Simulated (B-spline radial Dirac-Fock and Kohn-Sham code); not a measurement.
# 3p3/2 emission of Nb⁵⁺

System: niobium as Nb⁵⁺ in the configuration [Ar] 3d10 4s2 4p6, inside a Watson sphere of charge -5 and radius 2.2 Å (a model of the Madelung potential; inside it an electron's potential energy is raised by 32.7 eV).

Input of the calculation (task.json; shells as n, l, electrons):

```json
{"items": [{
  "Z": 41,
  "q": 5,
  "cfg": [[1, 0, 2], [2, 0, 2], [2, 1, 6], [3, 0, 2], [3, 1, 6], [3, 2, 10], [4, 0, 2], [4, 1, 6]],
  "A": 93,
  "rrms": 4.324,
  "watson": [-5, 2.2],
  "do": ["binding", "quiet", "decay"],
  "holes": ["K", "L1", "L2", "L3", "M1", "M2", "M3", "M4", "M5", "N1", "N2", "N3"]
}]}
```

Run with: `python xray_run.py task.json out`

The computed values come from a radial atomic solver: independent-particle radiative and Coulomb Auger rates from relativistic LDA hole-state orbitals, with Dirac-Fock energies.

| line | multipole | energy (eV) | width (meV) | share (%) |
| --- | --- | --- | --- | --- |
| M3-M4 | E1 | 158.9 | 0.0324 | 6.80 |
| M3-M5 | E1 | 161.7 | 0.310 | 65.0 |
| M3-N1 | E1 | 308.2 | 0.134 | 28.1 |

The listed lines hold 100.0 % of the radiative rate. The radiative width is 0.000477 eV in the length form and 0.000407 eV in the velocity form; the two differ because the transition energies are not eigenvalue differences of the potential that gave the orbitals.
